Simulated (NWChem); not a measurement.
System meant: C₃H₄O₂; SMILES O=C1COC1

Input file for NWChem:

```
start job
memory heap 200 mb stack 900 mb global 1100 mb
geometry units angstroms noautoz
  O      0.000000     0.000000     1.866112
  C      0.000000     0.000000     0.663226
  C      0.000000     1.053520    -0.454240
  O      0.000000     0.000000    -1.438995
  C      0.000000    -1.053520    -0.454240
  H      0.906462     1.702195    -0.492184
  H     -0.906462     1.702195    -0.492184
  H      0.906462    -1.702195    -0.492184
  H     -0.906462    -1.702195    -0.492184
end
basis spherical
  O library def2-svp
  C library def2-svp
  H library def2-svp
end
dft
  odft
  mult 2
  xc b3lyp
  iterations 150
  mulliken
end
task dft energy
```

End of the output:

```
 ==============================================================================
                                 internuclear angles
 ------------------------------------------------------------------------------
        center 1       |       center 2       |       center 3       |  degrees
 ------------------------------------------------------------------------------
    1 O                |   2 C                |   3 C                |   136.69
    1 O                |   2 C                |   5 C                |   136.69
    3 C                |   2 C                |   5 C                |    86.63
    2 C                |   3 C                |   4 O                |    89.75
    2 C                |   3 C                |   6 H                |   115.07
    2 C                |   3 C                |   7 H                |   115.07
    4 O                |   3 C                |   6 H                |   113.68
    4 O                |   3 C                |   7 H                |   113.68
    6 H                |   3 C                |   7 H                |   108.73
    3 C                |   4 O                |   5 C                |    93.86
    2 C                |   5 C                |   4 O                |    89.75
    2 C                |   5 C                |   8 H                |   115.07
    2 C                |   5 C                |   9 H                |   115.07
    4 O                |   5 C                |   8 H                |   113.68
    4 O                |   5 C                |   9 H                |   113.68
    8 H                |   5 C                |   9 H                |   108.73
 ------------------------------------------------------------------------------
                            number of included internuclear angles:         16
 ==============================================================================

 Summary of "ao basis" -> "" (spherical)
 ------------------------------------------------------------------------------
       Tag                 Description            Shells   Functions and Types
 ---------------- ------------------------------  ------  ---------------------
 O                          def2-svp                 6       14   3s2p1d
 C                          def2-svp                 6       14   3s2p1d
 H                          def2-svp                 3        5   2s1p

                                 NWChem DFT Module
                                 -----------------

 Summary of "ao basis" -> "ao basis" (spherical)
 ------------------------------------------------------------------------------
       Tag                 Description            Shells   Functions and Types
 ---------------- ------------------------------  ------  ---------------------
 O                          def2-svp                 6       14   3s2p1d
 C                          def2-svp                 6       14   3s2p1d
 H                          def2-svp                 3        5   2s1p

      Symmetry analysis of basis
      --------------------------

        a1         36
        a2         12
        b1         18
        b2         24

  number of electrons :                   38
  multiplicity        :                    2
 ------------------------------------------------------------------------
  no. of electrons and multiplicity not compatible                  38
 ------------------------------------------------------------------------
 ------------------------------------------------------------------------
  current input line :
    26: task dft energy
 ------------------------------------------------------------------------
 ------------------------------------------------------------------------
 There is an error in the input file
 ------------------------------------------------------------------------
 For more information see the NWChem manual at https://nwchemgit.github.io

0: no. of electrons and multiplicity not compatible:Received an Error in Communication
```

Q: What is wrong, and how is it mended?

A: The input was rejected before any calculation. Cause: the multiplicity doesn't fit the number of electrons (an even count wants an odd multiplicity, and the reverse). This input runs:
```
start job
memory heap 200 mb stack 900 mb global 1100 mb
geometry units angstroms noautoz
  O      0.000000     0.000000     1.866112
  C      0.000000     0.000000     0.663226
  C      0.000000     1.053520    -0.454240
  O      0.000000     0.000000    -1.438995
  C      0.000000    -1.053520    -0.454240
  H      0.906462     1.702195    -0.492184
  H     -0.906462     1.702195    -0.492184
  H      0.906462    -1.702195    -0.492184
  H     -0.906462    -1.702195    -0.492184
end
basis spherical
  * library def2-svp
end
dft
  xc b3lyp
  iterations 150
  mulliken
end
task dft energy
```
It converges to -266.91587 Ha (B3LYP/def2-SVP).
